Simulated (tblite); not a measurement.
What does the GFN2-xTB structure of InChI=1S/C5HF3O2/c6-5(7,8)2-1-3(9)4(2)10/h1H look like in three dimensions?

```
atom  x, y, z in Å
O1     3.103   -0.239   -0.155
C2     1.926   -0.109   -0.087
C3     0.728   -0.996   -0.271
C4    -0.151   -0.007    0.001
C5    -1.647    0.035    0.055
F6    -2.150    0.904   -0.827
F7    -2.089    0.392    1.265
F8    -2.185   -1.161   -0.222
C9     0.918    1.035    0.228
O10    0.942    2.184    0.512
H11    0.610   -2.034   -0.526
```

Any rigid rotation of these coordinates is as good. Atoms count from 1 in this order. The 5 C–C bonds span 1.350 Å (C3–C4, drawn aromatic) to 1.557 Å (C2–C9, drawn aromatic), a spread of 0.207 Å. The 4-membered ring C2–C3–C4–C9 has internal angles of 85.5° to 94.3°; it is planar, 0.00 Å rms from its mean plane, widest ring torsion 0°. All 3 C–F bonds measure 1.337 to 1.341 Å.

Bonds between heavy atoms (Å): O1=C2 1.186, C2–C3 1.503, C3–C4 1.350, C4–C5 1.498, C5–F6 1.337, C5–F7 1.337, C5–F8 1.341, C4–C9 1.510, C9=O10 1.184, C2–C9 1.557.

Computed geometry: GFN2-xTB, gas phase.

Point group: Cs (every atom within 0.08 Å of its image). Its GFN2-xTB frequencies are all real (lowest 22 cm⁻¹).

The run took 0.1 s of wall time on one thread, Intel Xeon 6975P-C (x86_64), shared host with 192 logical CPUs at a one-minute load of 37. This is the geometry optimisation.
